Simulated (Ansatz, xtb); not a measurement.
## Relative energy of two isomers of C4H7F3S

Structure I is `C[C@H](S)CC(F)(F)F`, a singlet and structure II is `CC(C)SC(F)(F)F`, a singlet. Both are isolated molecules in the gas phase, relaxed with PBE-D3(BJ)/def2-SVP, each in the lowest conformer that the search found.

Quicker runs give these differences E(II) − E(I): GFN2-xTB +8.6 kcal/mol; HF/STO-3G −4.9 kcal/mol (at GFN2-xTB geometries); r2SCAN-D4/def2-SVP +8.3 kcal/mol (at GFN2-xTB geometries).

Problem. Estimate which is lower in electronic energy at CCSD(T)/def2-SVP + ΔMP2/def2-TZVPP, and by roughly how much.

Solution. The CCSD(T)/def2-SVP + ΔMP2/def2-TZVPP calculation puts structure I lower, by 8.4 kcal/mol.

Level by level:

```json
{"level": "GFN2-xTB", "geometry": "GFN2-xTB", "E(II) − E(I) (kcal/mol)": "+8.6", "departure from the last row (kcal/mol)": "+0.2", "job, with rough time for the two": "optimisation, 0.22 s"}
{"level": "HF/STO-3G", "geometry": "GFN2-xTB", "E(II) − E(I) (kcal/mol)": "−4.9", "departure from the last row (kcal/mol)": "−13.3", "job, with rough time for the two": "single point, 0.46 s"}
{"level": "r2SCAN-D4/def2-SVP", "geometry": "GFN2-xTB", "E(II) − E(I) (kcal/mol)": "+8.3", "departure from the last row (kcal/mol)": "−0.1", "job, with rough time for the two": "single point, 4.8 s"}
{"level": "PBE-D3(BJ)/def2-SVP", "geometry": "PBE-D3(BJ)/def2-SVP", "E(II) − E(I) (kcal/mol)": "+7.6", "departure from the last row (kcal/mol)": "−0.8", "job, with rough time for the two": "optimisation, 29 s"}
{"level": "HF/def2-SVP", "geometry": "PBE-D3(BJ)/def2-SVP", "E(II) − E(I) (kcal/mol)": "+12.5", "departure from the last row (kcal/mol)": "+4.1", "job, with rough time for the two": "part of the CCSD(T) run"}
{"level": "MP2/def2-SVP", "geometry": "PBE-D3(BJ)/def2-SVP", "E(II) − E(I) (kcal/mol)": "+10.5", "departure from the last row (kcal/mol)": "+2.1", "job, with rough time for the two": "part of the CCSD(T) run"}
{"level": "CCSD(T)/def2-SVP", "geometry": "PBE-D3(BJ)/def2-SVP", "E(II) − E(I) (kcal/mol)": "+10.7", "departure from the last row (kcal/mol)": "+2.3", "job, with rough time for the two": "single point"}
{"level": "CCSD(T)/def2-SVP + ΔMP2/def2-TZVPP", "geometry": "PBE-D3(BJ)/def2-SVP", "E(II) − E(I) (kcal/mol)": "+8.4", "departure from the last row (kcal/mol)": "", "job, with rough time for the two": "single point, 2.3 min"}
```

As drawn, II has 1 C–S, 1 C–H in place of 1 C–C, 1 S–H.

HF/STO-3G puts the two in the other order. The largest departure from CCSD(T)/def2-SVP + ΔMP2/def2-TZVPP is that of HF/STO-3G, 13.3 kcal/mol. The last row adds to CCSD(T) the change of the MP2 difference between the two basis sets, here −2.3 kcal/mol.

With thermal terms from frequencies at re-optimised GFN2-xTB minima (ideal gas, soft modes damped towards free rotors, one conformer each, 298.15 K, 1 atm): on the last row, ΔE + ΔZPE = +9.6, ΔH = +9.8, ΔG = +9.5 kcal/mol.

The correlated steps freeze 12 core orbitals. Mirror images aren't counted in ΔG. Codes used: Ansatz 0.2.0, xtb 6.7.1; the last row on 4 threads of Arm Neoverse V1 on a shared host.
